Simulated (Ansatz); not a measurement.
`[SiH3]C1=C(Cl)B1` + `O[BH][AlH2]` → `[AlH2][BH]O[SiH3]` + `ClC1=CB1` at 600 K and 1 bar (ligand exchange at the Si–C bond).

Program: Ansatz. Geometries: PBE0-D4/def2-TZVP. ΔE: electronic, gas phase. CBS: MP2 limit from def2 TZ/QZ plus the TZ coupled-cluster correction, frozen cores. One conformer a species, not always the lowest.

```json
{"species": "`[SiH3]C1=C(Cl)B1`", "CCSD(T)/CBS energy (Eh)": "-852.09894", "H − E (kJ/mol)": "186.8", "S (J/(mol·K))": "431.9"}
{"species": "`O[BH][AlH2]`", "CCSD(T)/CBS energy (Eh)": "-344.38728", "H − E (kJ/mol)": "150.3", "S (J/(mol·K))": "361.7"}
{"species": "`[AlH2][BH]O[SiH3]`", "CCSD(T)/CBS energy (Eh)": "-634.69802", "H − E (kJ/mol)": "209.2", "S (J/(mol·K))": "453.9"}
{"species": "`ClC1=CB1`", "CCSD(T)/CBS energy (Eh)": "-561.81153", "H − E (kJ/mol)": "125.3", "S (J/(mol·K))": "332.3"}
```

H − E and S are ideal-gas, rigid-rotor, harmonic terms from PBE0-D4/def2-TZVP, for one conformer and one mirror image of each species. 1 Eh = 2625.50 kJ/mol, R = 8.31446 J/(mol·K).

Question: By hand: ΔE, ΔH, ΔS and ΔG.

Answer: ΔE = (-634.69802) + (-561.81153) − (-852.09894) − (-344.38728) = -0.02333 Eh = -61.3 kJ/mol. Δ(H − E) = 209.2 + 125.3 − 186.8 − 150.3 = -2.6, so ΔH = -63.9 kJ/mol. ΔS = 453.9 + 332.3 − 431.9 − 361.7 = -7.4 J/(mol·K). ΔG = -63.9 − 600 × (-7.4)/1000 = -59.5 kJ/mol.

Question: By hand: the equilibrium constant, and the temperature at which ΔG would vanish if ΔH and ΔS stayed fixed.

Answer: log₁₀ K = −ΔG/(RT ln 10) = 5.2. ΔG = 0 at ΔH/ΔS = 8635 K, far beyond where these terms or the molecules hold.

The number of gas molecules stays the same, so ΔS is small and ΔH decides. A doubt of 5 kJ/mol in ΔE shifts log₁₀ K by 0.4 here. Other conformers and mirror images would add mixing entropy, several J/(mol·K) or more a flexible species. Modes under 60 cm⁻¹, often nearly free rotors, make the harmonic entropy too high. These are equilibria of isolated gas molecules and say nothing of rates. Largest T1 diagnostic: 0.014 (customary marks: 0.02 for closed shells, 0.045 for open ones).
